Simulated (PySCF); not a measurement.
Vertical excitations of a molecule CH6O2Si2 from TDA-PBE/def2-SVPD (PySCF), as energy in eV (oscillator strength): 5.46 (0.003), 5.76 (0.000), 5.98 (0.048), 6.41 (0.000), 6.41 (0.010), 6.63 (0.021), 6.66 (0.006), 6.73 (0.001), 6.75 (0.011), 6.77 (0.000). Lowest triplet (TDA): 5.00 eV. The structure is a stationary point at PBE0-D3(BJ)/def2-SVP. Other conformers were not sampled.

**Question.** Which structure fits?
A) O=C([SiH3])O[SiH3]
B) C1O[SiH2][SiH2]O1
C) O=CO[SiH2][SiH3]
D) OC1[SiH2]O[SiH2]1

**Answer.** C, O=CO[SiH2][SiH3]
